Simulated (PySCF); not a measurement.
TiCl2(OH)2, optimised at PBE0/def2-TZVP:

```xyz
7

O      0.2831     0.9945    -1.6161
Ti     0.1337     0.0324    -0.1395
O      0.2297    -1.6746    -0.5554
Cl     1.7603     0.5268     1.2574
Cl    -1.7988     0.4304     0.8346
H      0.4013     0.7716    -2.5418
H      0.2084    -2.5493    -0.1654
```

Energies from PySCF (xtb for GFN2), thermal terms from the rigid-rotor harmonic-oscillator model, ideal gas at 1 bar. 6-31G* has spherical d functions here. All species are closed-shell singlets. B3LYP is the form with VWN-RPA correlation. TiCl2(OH)2: computed as isolated molecules; such fragments, hydroxides, amides, oligomers or adducts are transient or little studied in the gas. Warning, point group unlike the PBE0 one: TiCl2(OH)2 (GFN2-xTB).

List the harmonic frequencies (cm⁻¹, unscaled) at this level and at the other levels, each on its own geometry.


- PBE0/def2-TZVP: 100, 122, 160, 162, 186, 198, 266, 314, 404, 452, 493, 796, 827, 3914, 3935
- B3LYP/6-31G*: 102, 123, 162, 164, 199, 202, 273, 362, 401, 475, 486, 805, 839, 3784, 3809
- GFN2-xTB: 128, 133, 141, 146, 154, 313, 331, 360, 374, 405, 423, 667, 751, 3621, 3624
- HF/6-31G*: 118, 128, 169, 174, 209, 230, 298, 318, 385, 454, 484, 890, 906, 4130, 4142
- PBE/def2-SVP: 103, 120, 151, 155, 185, 196, 257, 336, 397, 458, 476, 774, 811, 3754, 3776
